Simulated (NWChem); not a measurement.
Program: NWChem. System: H$_{3}$BF$_{2}$Si, charge 0, spin multiplicity 1, displaced from the optimised geometry. The structure started from a generated list of species.

The NWChem input:

```
start mol
memory heap 200 mb stack 800 mb global 1000 mb
geometry units angstroms nocenter noautoz noautosym
  B     -0.456508     0.254012    -0.298973
  F     -1.649985    -0.342328    -0.470213
  F     -0.312229     1.470310    -0.857591
  Si     1.101752    -0.634270     0.746564
  H      1.663193     0.348562     1.768380
  H      2.216168    -0.992196    -0.232876
  H      0.638581    -1.898486     1.457708
end
basis spherical
  * library def2-svp
end
dft
  xc becke88 lyp
  semidirect memsize 60000000 filesize 0
  iterations 100
  convergence nodiis damp 40
end
task dft gradient
```

The output up to the point where the run's verdict is printed (cleaned and shortened):

```
             Northwest Computational Chemistry Package (NWChem) 7.3.0
             --------------------------------------------------------

                                NWChem Input Module
                                -------------------

 Scaling coordinates for geometry "geometry" by  1.889725989
 (inverse scale =  0.529177249)

                             Geometry "geometry" -> ""
                             -------------------------

 Output coordinates in angstroms (scale by  1.889725989 to convert to a.u.)

  No.       Tag          Charge          X              Y              Z
 ---- ---------------- ---------- -------------- -------------- --------------
    1 B                    5.0000    -0.45650800     0.25401200    -0.29897300
    2 F                    9.0000    -1.64998500    -0.34232800    -0.47021300
    3 F                    9.0000    -0.31222900     1.47031000    -0.85759100
    4 Si                  14.0000     1.10175200    -0.63427000     0.74656400
    5 H                    1.0000     1.66319300     0.34856200     1.76838000
    6 H                    1.0000     2.21616800    -0.99219600    -0.23287600
    7 H                    1.0000     0.63858100    -1.89848600     1.45770800

 Effective nuclear repulsion energy (a.u.)     141.7932705104

            Nuclear Dipole moment (a.u.)
            ----------------------------
        X                 Y               Z
 ---------------- ---------------- ----------------
     0.0000075589    -0.0000037795     0.0000132281


 Summary of "ao basis" -> "" (spherical)
 ------------------------------------------------------------------------------
       Tag                 Description            Shells   Functions and Types
 ---------------- ------------------------------  ------  ---------------------
 *                          def2-svp                  on all atoms

                                 NWChem DFT Module
                                 -----------------

 Summary of "ao basis" -> "ao basis" (spherical)
 ------------------------------------------------------------------------------
[...]
 d= 0,ls=0.5         52   -413.5378038815 -6.52D+01  4.16D-01              17.5
 d= 0,ls=0.5         53   -348.3237515921  6.52D+01  4.16D-01              17.8
 d= 0,ls=0.5         54   -413.5378038815 -6.52D+01  4.16D-01              18.0
 d= 0,ls=0.5         55   -348.3237515921  6.52D+01  4.16D-01              18.3
 d= 0,ls=0.5         56   -413.5378038815 -6.52D+01  4.16D-01              18.6
 d= 0,ls=0.5         57   -348.3237515921  6.52D+01  4.16D-01              18.9
 d= 0,ls=0.5         58   -413.5378038815 -6.52D+01  4.16D-01              19.1
 d= 0,ls=0.5         59   -348.3237515921  6.52D+01  4.16D-01              19.4
 d= 0,ls=0.5         60   -413.5378038815 -6.52D+01  4.16D-01              19.7
 d= 0,ls=0.5         61   -348.3237515921  6.52D+01  4.16D-01              20.0
 d= 0,ls=0.5         62   -413.5378038815 -6.52D+01  4.16D-01              20.3
 d= 0,ls=0.5         63   -348.3237515921  6.52D+01  4.16D-01              20.5
 d= 0,ls=0.5         64   -413.5378038815 -6.52D+01  4.16D-01              20.9
 d= 0,ls=0.5         65   -348.3237515921  6.52D+01  4.16D-01              21.3
 d= 0,ls=0.5         66   -413.5378038815 -6.52D+01  4.16D-01              21.6
 d= 0,ls=0.5         67   -348.3237515921  6.52D+01  4.16D-01              21.9
 d= 0,ls=0.5         68   -413.5378038815 -6.52D+01  4.16D-01              22.2
 d= 0,ls=0.5         69   -348.3237515921  6.52D+01  4.16D-01              22.5
 d= 0,ls=0.5         70   -413.5378038815 -6.52D+01  4.16D-01              22.7
 d= 0,ls=0.5         71   -348.3237515921  6.52D+01  4.16D-01              23.0
 d= 0,ls=0.5         72   -413.5378038815 -6.52D+01  4.16D-01              23.3
 d= 0,ls=0.5         73   -348.3237515921  6.52D+01  4.16D-01              23.6
 d= 0,ls=0.5         74   -413.5378038815 -6.52D+01  4.16D-01              23.9
 d= 0,ls=0.5         75   -348.3237515921  6.52D+01  4.16D-01              24.1
 d= 0,ls=0.5         76   -413.5378038815 -6.52D+01  4.16D-01              24.4
 d= 0,ls=0.5         77   -348.3237515921  6.52D+01  4.16D-01              24.7
 d= 0,ls=0.5         78   -413.5378038815 -6.52D+01  4.16D-01              25.0
 d= 0,ls=0.5         79   -348.3237515921  6.52D+01  4.16D-01              25.2
 d= 0,ls=0.5         80   -413.5378038815 -6.52D+01  4.16D-01              25.5
 d= 0,ls=0.5         81   -348.3237515921  6.52D+01  4.16D-01              25.8
 d= 0,ls=0.5         82   -413.5378038815 -6.52D+01  4.16D-01              26.1
 d= 0,ls=0.5         83   -348.3237515921  6.52D+01  4.16D-01              26.4
 d= 0,ls=0.5         84   -413.5378038815 -6.52D+01  4.16D-01              26.7
 d= 0,ls=0.5         85   -348.3237515921  6.52D+01  4.16D-01              27.0
 d= 0,ls=0.5         86   -413.5378038815 -6.52D+01  4.16D-01              27.3
 d= 0,ls=0.5         87   -348.3237515921  6.52D+01  4.16D-01              27.5
 d= 0,ls=0.5         88   -413.5378038815 -6.52D+01  4.16D-01              27.8
 d= 0,ls=0.5         89   -348.3237515921  6.52D+01  4.16D-01              28.1
 d= 0,ls=0.5         90   -413.5378038815 -6.52D+01  4.16D-01              28.4
 d= 0,ls=0.5         91   -348.3237515921  6.52D+01  4.16D-01              28.7
 d= 0,ls=0.5         92   -413.5378038815 -6.52D+01  4.16D-01              29.0
 d= 0,ls=0.5         93   -348.3237515921  6.52D+01  4.16D-01              29.2
 d= 0,ls=0.5         94   -413.5378038815 -6.52D+01  4.16D-01              29.5
 d= 0,ls=0.5         95   -348.3237515921  6.52D+01  4.16D-01              29.8
 d= 0,ls=0.5         96   -413.5378038815 -6.52D+01  4.16D-01              30.0
 d= 0,ls=0.5         97   -348.3237515921  6.52D+01  4.16D-01              30.3
 d= 0,ls=0.5         98   -413.5378038815 -6.52D+01  4.16D-01              30.6
 d= 0,ls=0.5         99   -348.3237515921  6.52D+01  4.16D-01              30.9
 d= 0,ls=0.5        100   -413.5378038815 -6.52D+01  4.16D-01              31.2
```

Convergence was not reached. The next line reads: Calculation failed to converge. NWChem stopped with the message: dft gradient failed.
